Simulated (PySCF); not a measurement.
## TDDFT excited states: C3H9ClOSi2

Compound: C₃H₉ClOSi₂.
Cartesian coordinates in Å at the GFN2-xTB level; atoms count from 1:
```
atom  x, y, z in Å
C1     1.876    1.276    0.468
O2     0.885    0.394    0.038
Si3    0.972   -0.733   -1.133
C4    -0.769   -1.418   -1.068
C5    -1.743   -1.009   -0.258
Si6   -1.611    0.361    1.030
Cl7   -3.475    0.430    1.867
H8     2.785    0.737    0.746
H9     2.123    1.991   -0.320
H10    1.495    1.814    1.336
H11    1.295   -0.121   -2.429
H12    1.996   -1.735   -0.808
H13   -0.976   -2.221   -1.768
H14   -2.712   -1.498   -0.329
H15   -0.727    0.048    2.149
H16   -1.422    1.696    0.469
```

Method used: TDDFT PBE0/def2-SVPD, vertical, gas phase, core orbitals frozen in the response (PySCF).

```
state  E (eV)  λ (nm)  ν̃ (cm⁻¹)       f  main configurations (H = HOMO, L = LUMO)
   S1    5.68   218.3      45820  0.0032                               H-1→L (92%)
   S2    6.14   202.1      49480   0.071                    H→L (74%), H-2→L (25%)
   S3    6.57   188.6      53010  0.0048                               H-3→L (98%)
   S4    6.65   186.4      53650  0.0018                               H-4→L (91%)
   S5    6.77   183.2      54580   0.325                    H-2→L (72%), H→L (22%)
   S6    6.90   179.8      55620  0.0014                 H→L+1 (87%), H-3→L+1 (8%)
   S7    7.11   174.4      57340  0.0009                               H-5→L (96%)
   S8    7.22   171.7      58250  0.0037                             H-1→L+1 (87%)
```

Triplets (Tamm–Dancoff): T1 4.01 eV, H→L (69%), H-2→L (26%); T2 5.09 eV, H-1→L (85%), H-4→L (9%); T3 6.08 eV, H-2→L (69%), H→L (29%).

The lowest singlet comes at 218 nm (548 kJ/mol) in the ultraviolet; it is very weak; its leading configuration is HOMO-1→LUMO (92%). The most intense listed level is S5 at 6.77 eV (183 nm, f = 0.325), 1.09 eV above S1. Löwdin shares by element: HOMO carbon 45% or more, silicon 10% or more, chlorine 10% (atoms not listed hold the other 34%); LUMO carbon 64% or more, silicon 18% (atoms not listed hold the other 17%). Orbital energies (eV): HOMO-3 -8.73, HOMO-2 -8.55, HOMO-1 -8.28, HOMO -8.07, LUMO -1.11, LUMO+1 0.00, LUMO+2 0.50. The oscillator strengths of these states sum to 0.411; summed over the whole spectrum of an exact calculation they would give the number of electrons, 80 (Thomas–Reiche–Kuhn). The listed states span 1.54 eV, and the widest gap between neighbours is 0.45 eV (S1 to S2). No computed singlet lies in the visible range (380 to 750 nm); the lowest, at 218 nm, stands 2.42 eV above its violet end (3.26 eV). The window holds the lowest 8 singlets.

One conformer stands for the species.
